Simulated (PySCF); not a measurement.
AlI3, charge -1, doublet, geometry from GFN2-xTB (such geometries of metal compounds can be far from the true shape) (a state made from the parent by changing its charge; the spin is typed, not shown lowest) (core potentials on I); DF-PBE0/def2-SV(P) (PySCF).

Here is a job for PySCF.
```python
from pyscf import gto, scf, dft

mol = gto.Mole()
mol.atom = '''
    Al   -0.000055   -0.018048    0.009502
    I    -2.214325   -1.527828   -0.069272
    I     0.007225    2.350478   -1.237457
    I     2.207113   -0.818222    1.304398
'''
mol.basis = 'def2-sv(p)'
mol.ecp = {'I': 'def2-sv(p)'}
mol.charge = -1
mol.spin = 1
mol.verbose = 4
mol.build()

mf = dft.UKS(mol)
mf.xc = 'pbe0'
mf = mf.density_fit(auxbasis='def2-universal-jkfit')
mf.kernel()
mf.analyze()
```

Problem. Predict the main parts of the log of this PySCF run.

Solution. 
```
PySCF version 2.14.0

[INPUT] verbose = 4
[INPUT] num. atoms = 4
[INPUT] num. electrons = 89
[INPUT] charge = -1
[INPUT] spin (= nelec alpha-beta = 2S) = 1
[INPUT] symmetry False subgroup None
[INPUT] Mole.unit = angstrom
[INPUT] Symbol           X                Y                Z      unit          X                Y                Z       unit  Magmom
[...]
nuclear repulsion = 406.337103595703
number of shells = 38
number of NR pGTOs = 219
number of NR cGTOs = 96
basis = def2-sv(p)
ecp = {'I': 'def2-sv(p)'}

******** <class 'pyscf.df.df_jk.DFUKS'> ********
method = DFUKS
initial guess = minao
damping factor = 0
level_shift factor = 0
DIIS = <class 'pyscf.scf.diis.CDIIS'>
diis_start_cycle = 1
diis_space = 8
diis_damp = 0
SCF conv_tol = 1e-09
SCF conv_tol_grad = None
SCF max_cycles = 50
direct_scf = False
number electrons alpha = 45  beta = 44
XC library pyscf.dft.libxc version 7.1.2
    S. Lehtola, C. Steigemann, M. J. T. Oliveira, and M. A. L. Marques,  SoftwareX 7, 1–5 (2018)
XC functionals = pbe0
    C. Adamo and V. Barone,  J. Chem. Phys. 110, 6158 (1999)
    M. Ernzerhof and G. E. Scuseria,  J. Chem. Phys. 110, 5029 (1999)
radial grids:
    Treutler-Ahlrichs [JCP 102, 346 (1995); DOI:10.1063/1.469408] (M4) radial grids

becke partition: Becke, JCP 88, 2547 (1988); DOI:10.1063/1.454033
pruning grids: <function nwchem_prune>
grids dens level: 3
symmetrized grids: False
atomic radii adjust function: <function treutler_atomic_radii_adjust>
small_rho_cutoff = 0
Set gradient conv threshold to 3.16228e-05
tot grids = 85056
******** <class 'pyscf.df.df.DF'> ********
auxbasis = def2-universal-jkfit
init E= -1041.02253556918

cycle= 1 E= -1131.44892486708  delta_E= -90.4  |g|= 3.46  |ddm|= 10.3
cycle= 2 E= -1132.19453646539  delta_E= -0.746  |g|=  2.8  |ddm|= 9.28
cycle= 3 E= -1135.26252252039  delta_E= -3.07  |g|= 0.613  |ddm|= 4.96
cycle= 4 E= -1135.47419932723  delta_E= -0.212  |g|= 0.411  |ddm|= 2.04
cycle= 5 E= -1135.60846688349  delta_E= -0.134  |g|= 0.0165  |ddm|= 0.657
cycle= 6 E= -1135.60875260074  delta_E= -0.000286  |g|= 0.00332  |ddm|= 0.0735
cycle= 7 E= -1135.60877085799  delta_E= -1.83e-05  |g|= 0.00114  |ddm|= 0.0129
cycle= 8 E= -1135.60877258225  delta_E= -1.72e-06  |g|= 0.000522  |ddm|= 0.00379
cycle= 9 E= -1135.6087728444  delta_E= -2.62e-07  |g|= 8.79e-05  |ddm|= 0.00124
cycle= 10 E= -1135.60877285464  delta_E= -1.02e-08  |g|= 2.47e-05  |ddm|= 0.000627
cycle= 11 E= -1135.60877285521  delta_E= -5.72e-10  |g|= 8.1e-06  |ddm|= 0.000109
Extra cycle  E= -1135.60877285525  delta_E= -4.3e-11  |g|= 7.78e-06  |ddm|= 4.07e-05
converged SCF energy = -1135.60877285525  <S^2> = 0.75413114  2S+1 = 2.0041269
**** SCF Summaries ****
Total Energy =                       -1135.608772855253619
Nuclear Repulsion Energy =             406.337103595703468
One-electron Energy =                -2717.666184387865542
Two-electron Energy =                 1175.720307936908512
Two-electron Coulomb Energy =         1261.266668432082952
DFT Exchange-Correlation Energy =      -85.546360495174355
**** MO energy ****
                             alpha | beta                alpha | beta
[...]
spin_pop of  0 Al 1s        0.00000
spin_pop of  0 Al 2s        0.00007
spin_pop of  0 Al 3s        0.26222
spin_pop of  0 Al 4s        0.00214
spin_pop of  0 Al 2px      -0.00001
spin_pop of  0 Al 2py      -0.00002
spin_pop of  0 Al 2pz      -0.00002
spin_pop of  0 Al 3px      -0.00813
spin_pop of  0 Al 3py      -0.00219
spin_pop of  0 Al 3pz       0.02369
spin_pop of  0 Al 4px      -0.00076
spin_pop of  0 Al 4py      -0.00097
spin_pop of  0 Al 4pz      -0.00194
spin_pop of  0 Al 3dxy      0.00137
spin_pop of  0 Al 3dyz      0.01205
spin_pop of  0 Al 3dz^2     0.01018
spin_pop of  0 Al 3dxz      0.00749
spin_pop of  0 Al 3dx2-y2   -0.00056
spin_pop of  1 I 4s        0.00000
spin_pop of  1 I 5s        0.00426
spin_pop of  1 I 6s        0.00670
spin_pop of  1 I 7s        0.00378
spin_pop of  1 I 4px       0.00005
spin_pop of  1 I 4py       0.00090
spin_pop of  1 I 4pz       0.00043
spin_pop of  1 I 5px      -0.00033
spin_pop of  1 I 5py       0.00023
spin_pop of  1 I 5pz       0.00010
spin_pop of  1 I 6px       0.00041
spin_pop of  1 I 6py       0.15546
spin_pop of  1 I 6pz       0.06598
spin_pop of  1 I 7px      -0.00967
spin_pop of  1 I 7py       0.00103
spin_pop of  1 I 7pz       0.00047
spin_pop of  1 I 4dxy     -0.00018
spin_pop of  1 I 4dyz      0.00036
spin_pop of  1 I 4dz^2    -0.00030
spin_pop of  1 I 4dxz     -0.00014
spin_pop of  1 I 4dx2-y2    0.00004
spin_pop of  1 I 5dxy      0.00024
spin_pop of  1 I 5dyz      0.00076
spin_pop of  1 I 5dz^2     0.00035
spin_pop of  1 I 5dxz      0.00074
spin_pop of  1 I 5dx2-y2    0.00338
spin_pop of  2 I 4s        0.00000
spin_pop of  2 I 5s        0.00378
spin_pop of  2 I 6s        0.00668
spin_pop of  2 I 7s        0.00369
spin_pop of  2 I 4px       0.00015
spin_pop of  2 I 4py       0.00005
spin_pop of  2 I 4pz       0.00097
spin_pop of  2 I 5px       0.00288
spin_pop of  2 I 5py      -0.00000
spin_pop of  2 I 5pz       0.00025
spin_pop of  2 I 6px       0.00195
spin_pop of  2 I 6py      -0.00393
spin_pop of  2 I 6pz       0.16689
spin_pop of  2 I 7px       0.03483
spin_pop of  2 I 7py       0.00002
spin_pop of  2 I 7pz       0.00111
spin_pop of  2 I 4dxy      0.00076
spin_pop of  2 I 4dyz     -0.00020
spin_pop of  2 I 4dz^2    -0.00017
spin_pop of  2 I 4dxz      0.00086
spin_pop of  2 I 4dx2-y2    0.00003
spin_pop of  2 I 5dxy      0.00152
spin_pop of  2 I 5dyz      0.00032
spin_pop of  2 I 5dz^2     0.00019
spin_pop of  2 I 5dxz      0.00158
spin_pop of  2 I 5dx2-y2   -0.00001
spin_pop of  3 I 4s        0.00000
spin_pop of  3 I 5s        0.00420
spin_pop of  3 I 6s        0.00678
spin_pop of  3 I 7s        0.00377
spin_pop of  3 I 4px       0.00016
spin_pop of  3 I 4py       0.00089
spin_pop of  3 I 4pz       0.00015
spin_pop of  3 I 5px       0.00324
spin_pop of  3 I 5py       0.00023
spin_pop of  3 I 5pz       0.00002
spin_pop of  3 I 6px       0.00214
spin_pop of  3 I 6py       0.15425
spin_pop of  3 I 6pz       0.01412
spin_pop of  3 I 7px       0.03990
spin_pop of  3 I 7py       0.00102
spin_pop of  3 I 7pz       0.00015
spin_pop of  3 I 4dxy     -0.00011
spin_pop of  3 I 4dyz     -0.00022
spin_pop of  3 I 4dz^2     0.00076
spin_pop of  3 I 4dxz      0.00035
spin_pop of  3 I 4dx2-y2    0.00003
spin_pop of  3 I 5dxy      0.00031
spin_pop of  3 I 5dyz      0.00033
spin_pop of  3 I 5dz^2     0.00153
spin_pop of  3 I 5dxz      0.00108
spin_pop of  3 I 5dx2-y2    0.00106
In total            45.00000 | 44.00000

WARN: System has nonzero charge -1; the dipole moment is origin-dependent.
Location of origin: [0. 0. 0.]

Dipole moment(X, Y, Z, Debye):  0.00009,  0.02868, -0.01511
```
